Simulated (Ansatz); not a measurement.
**Nudged elastic band run: H₃LiOSSi**

input.yaml

```yaml
crystal:
  periodic: [false, false, false]
  atoms:
    - { symbol: Li, position_ang: [0.742922, 1.421607, -1.645087] }
    - { symbol: Si, position_ang: [-0.595741, -0.163911, -0.38009] }
    - { symbol: O, position_ang: [-1.624721, -0.191747, 0.95412] }
    - { symbol: S, position_ang: [1.562275, 0.525086, 0.365064] }
    - { symbol: H, position_ang: [-0.225514, -1.622922, -0.447043] }
    - { symbol: H, position_ang: [-2.138225, 0.620888, 1.028661] }
    - { symbol: H, position_ang: [2.279002, -0.589002, 0.124375] }
basis:
  gaussian: { orbitals: "6-31G*" }
hamiltonian:
  xc: pbe0
neb:
  order_check: false
  images: 7
  f_tol: 0.05
  max_iterations: 60
  initial_path: idpp
  final_atoms:
    - { symbol: Li, position_ang: [0.90842474, 1.35270512, -1.71680229] }
    - { symbol: Si, position_ang: [-0.61584504, -0.11908145, -0.55211273] }
    - { symbol: O, position_ang: [-1.77888036, 0.38453864, 0.55365766] }
    - { symbol: S, position_ang: [1.46910124, 0.5837852, 0.43525738] }
    - { symbol: H, position_ang: [-0.38976311, -1.58794662, -0.23640482] }
    - { symbol: H, position_ang: [-1.77601847, -0.09666246, 1.39128083] }
    - { symbol: H, position_ang: [2.18297899, -0.51733943, 0.12512396] }
```

Run as:

```bash
$ ansatz run input.yaml --threads 1 --pin off --max-ram 2048MiB --backend cpu --events-out ev --progress --plain --runs-dir out
```

Output, in part (warnings, iteration lines, the closing report on the highest movable image, with atoms numbered from 0):

```
NEB end point (image 0): max|allowed force component| = 4.925e-3 eV/Å (the criterion of neb.relax_end_points is 1.000e-2)
NEB end point (image 8): max|allowed force component| = 1.213e-2 eV/Å (the criterion of neb.relax_end_points is 1.000e-2)
NEB iter   1: max|band force component| = 8.410e-1 eV/Å  barrier→ = 0.2690 eV  barrier← = 0.2990 eV  Δτ_max = 0.2000 Å  (234 SCF iters)
NEB iter   2: max|band force component| = 6.069e-1 eV/Å  barrier→ = 0.2183 eV  barrier← = 0.2483 eV  Δτ_max = 0.1508 Å  (195 SCF iters)
NEB iter   3: max|band force component| = 4.538e-1 eV/Å  barrier→ = 0.2026 eV  barrier← = 0.2326 eV  CI = image 4  Δτ_max = 0.0354 Å  (200 SCF iters)
NEB iter   4: max|band force component| = 4.166e-1 eV/Å  barrier→ = 0.1983 eV  barrier← = 0.2283 eV  CI = image 4  Δτ_max = 0.0835 Å  (181 SCF iters)
NEB iter   5: max|band force component| = 3.090e-1 eV/Å  barrier→ = 0.1858 eV  barrier← = 0.2158 eV  CI = image 4  Δτ_max = 0.0592 Å  (203 SCF iters)
NEB iter   6: max|band force component| = 2.289e-1 eV/Å  barrier→ = 0.1767 eV  barrier← = 0.2067 eV  CI = image 4  Δτ_max = 0.0474 Å  (195 SCF iters)
NEB iter   7: max|band force component| = 1.449e-1 eV/Å  barrier→ = 0.1702 eV  barrier← = 0.2002 eV  CI = image 4  Δτ_max = 0.0377 Å  (198 SCF iters)
NEB iter   8: max|band force component| = 5.082e-2 eV/Å  barrier→ = 0.1672 eV  barrier← = 0.1972 eV  CI = image 4  Δτ_max = 0.0153 Å  (197 SCF iters)
NEB iter   9: max|band force component| = 3.044e-2 eV/Å  barrier→ = 0.1669 eV  barrier← = 0.1969 eV  CI = image 4  Δτ_max = 0.0000 Å  (353 SCF iters)
Total energy: -21003.98789954 eV, -771.8823182939 hartree
Atom 0 at     0.806798     1.263800    -1.848083 Å, force     0.000192     0.002884     0.003071 eV/Å
Atom 1 at    -0.622438    -0.224462    -0.581296 Å, force     0.001903    -0.009531    -0.015137 eV/Å
Atom 2 at    -1.825863    -0.126449     0.595974 Å, force    -0.003276    -0.000438     0.005040 eV/Å
Atom 3 at     1.320162     0.683962     0.407619 Å, force     0.001380     0.012554     0.003927 eV/Å
Atom 4 at    -0.165832    -1.667651    -0.490046 Å, force    -0.000751    -0.003010     0.001597 eV/Å
Atom 5 at    -1.638942     0.452335     1.343355 Å, force     0.002528     0.004402     0.002930 eV/Å
Atom 6 at     2.126113    -0.381536     0.572478 Å, force    -0.001976    -0.006861    -0.001429 eV/Å
Dipole moment:     0.660276     0.538123    -0.627268 e Å
```

The run converged. A vibrational analysis at the climbing image gives one clearly imaginary mode, 420i cm⁻¹: a first-order saddle point.

Final band (atoms are numbered from 1 in the order of the input):

| image | path coordinate (Å) | energy (eV) | dihedral S4–Si2–O3–H6 (°) |
| --- | --- | --- | --- |
| 0 | 0.00 | 0.000 | 96 |
| 1 | 0.29 | 0.008 | 88 |
| 2 | 0.57 | 0.043 | 71 |
| 3 | 0.86 | 0.117 | 45 |
| 4 | 1.14 | 0.167 | 15 |
| 5 | 1.41 | 0.118 | -13 |
| 6 | 1.67 | 0.032 | -38 |
| 7 | 1.93 | -0.017 | -57 |
| 8 | 2.20 | -0.030 | -69 |

Run time: 2.7 min on 1 thread of Intel(R) Xeon(R) Platinum 8488C (Sapphire Rapids), with other jobs on the host, peak memory 0.16 GiB.
